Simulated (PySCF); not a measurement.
**From computed data to an observable: dipole moment from atomic charges**

AlAsF₂H₂, SMILES [F][Al]([F])[AsH2]. Atoms are numbered in the order given.

```xyz
6

Al     1.0352    -0.0109     0.0000
As    -1.3629     0.0616     0.0000
H     -1.3853    -0.9902     1.1052
H     -1.3853    -0.9902    -1.1052
F      1.9050     0.0050    -1.4116
F      1.9050     0.0050     1.4116
```
Charge 0, spin multiplicity 1.

Geometry: PBE0-D3(BJ)/def2-SVP.

Charges (e) from r2SCAN/def2-TZVPD run with PySCF:

```
atom  ESP fit     IAO
----  -------  ------
Al1     0.910   1.283
As2    -0.172  -0.165
H3      0.024   0.010
H4      0.024   0.010
F5     -0.393  -0.569
F6     -0.393  -0.569
```

The dipole moment of the full density is 1.86 D.

**Question.** What dipole moment does each set of point charges give, and which comes closer to that of the density?

**Answer.** 
μ = Σ q r, and 1 e Å = 4.8032 D.
ESP fit: Σ q r = (-0.387, -0.072, 0.000) e Å, |μ| = 1.89 D.
IAO: Σ q r = (-0.643, -0.050, 0.000) e Å, |μ| = 3.10 D.
ESP fit comes closer in size. Point charges leave out the atoms' own dipoles (lone pairs, polarised bonds); fits to the potential absorb them, partitions of the density don't.
